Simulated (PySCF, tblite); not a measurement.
Isomers of C5H5Cl3F (doublet state), one GFN2-xTB conformer each. Single-point energies are computed at B3LYP/pcH-1 (PySCF, gas phase, no added dispersion term), electronic only. GFN2-xTB treats the open shell by occupation alone, and not every SCF solution was tested for stability.

```csv
SMILES,GFN2-xTB relative energy (kcal/mol)
[CH2]/C=C/[C@H](F)C(Cl)(Cl)Cl,10.0
C/[C]=C/[C@H](F)C(Cl)(Cl)Cl,29.5
C/C=C/[C](F)C(Cl)(Cl)Cl,0.0
```

Conformers: `[CH2:1]/[CH:2]=[CH:3]/[C@H:4]([F:5])[C:6]([Cl:7])([Cl:8])[Cl:9]` (doublet state) with H–C1–C2–C3 180° and 0°, C2–C3–C4–F5 21°; `[CH3:1]/[C:2]=[CH:3]/[C@H:4]([F:5])[C:6]([Cl:7])([Cl:8])[Cl:9]` (doublet state) with C2–C3–C4–F5 -142°; `[CH3:1]/[CH:2]=[CH:3]/[C:4]([F:5])[C:6]([Cl:7])([Cl:8])[Cl:9]` (doublet state) with C2–C3–C4–F5 2°.

What does B3LYP/pcH-1 give for the same structures?

| SMILES | B3LYP/pcH-1 E (Eh) | B3LYP/pcH-1 (kcal/mol) | GFN2-xTB (kcal/mol) | point group |
| --- | --- | --- | --- | --- |
| C/C=C/[C](F)C(Cl)(Cl)Cl | -1673.93116 | 0.0 | 0.0 | C1 |
| [CH2]/C=C/[C@H](F)C(Cl)(Cl)Cl | -1673.92561 | 3.5 | 10.0 | C1 |
| C/[C]=C/[C@H](F)C(Cl)(Cl)Cl | -1673.89098 | 25.2 | 29.5 | C1 |

Both levels put the same isomer lowest; measured from each level's own lowest isomer, the values differ by up to 6.5 kcal/mol ([CH2]/C=C/[C@H](F)C(Cl)(Cl)Cl: 10.0 against 3.5). Neighbours under 5.0 kcal/mol apart (C/C=C/[C](F)C(Cl)(Cl)Cl and [CH2]/C=C/[C@H](F)C(Cl)(Cl)Cl) can change places with a better method, another conformer or zero-point energy.

What happens when harmonic zero-point energies from GFN2-xTB frequencies are added?

```tsv
SMILES	ZPE (kcal/mol)	electronic (kcal/mol)	with ZPE (kcal/mol)
C/C=C/[C](F)C(Cl)(Cl)Cl	52.7	0.0	0.0
[CH2]/C=C/[C@H](F)C(Cl)(Cl)Cl	52.5	3.5	3.3
C/[C]=C/[C@H](F)C(Cl)(Cl)Cl	51.9	25.2	24.4
```

The zero-point energies span 0.8 kcal/mol. The order is unchanged.

As an exercise, what shares would exp(−E/RT) give at 500 K from these electronic energies alone (no entropy, no degeneracies)?

RT = 0.994 kcal/mol: C/C=C/[C](F)C(Cl)(Cl)Cl 97.1 %, [CH2]/C=C/[C@H](F)C(Cl)(Cl)Cl 2.9 %, C/[C]=C/[C@H](F)C(Cl)(Cl)Cl under 0.1 %.
